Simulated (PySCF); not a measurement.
Computed shifts of a molecule ClFH5NSi2, B3LYP/pcSseg-1 (PySCF), GIAO, gas phase, atoms alike by connectivity averaged where their shifts nearly agree, in ppm (number of nuclei): ¹⁵N: 41.9 (1). ²⁹Si: -10.9 (1), -14.0 (1). ¹⁹F: -252.1 (1). ¹H: 5.62 (1), 5.39 (2), 2.01 (1), 1.50 (1). References: ¹⁵N against NH3 (σ = 265.5 ppm); ²⁹Si against TMS (σ = 338.7 ppm); ³⁵Cl against HCl (σ = 933.3 ppm); ¹⁹F against CFCl3 (σ = 161.7 ppm); ¹H against TMS (σ = 31.68 ppm), references at their B3LYP-D3(BJ)/def2-TZVP geometries, non-relativistic (without spin–orbit terms, shifts of atoms bonded to Cl or Br come out too high). Geometry: r2SCAN-D4/def2-SVP. Other conformers were not sampled.

Identify the compound among the candidates.
(A) F[Si@H](Cl)N[SiH3]
(B) F[SiH2]N[SiH2]Cl
(C) N[Si@@H](Cl)[SiH2]F
(D) N[Si@@H](F)[SiH2]Cl

C, N[Si@@H](Cl)[SiH2]F
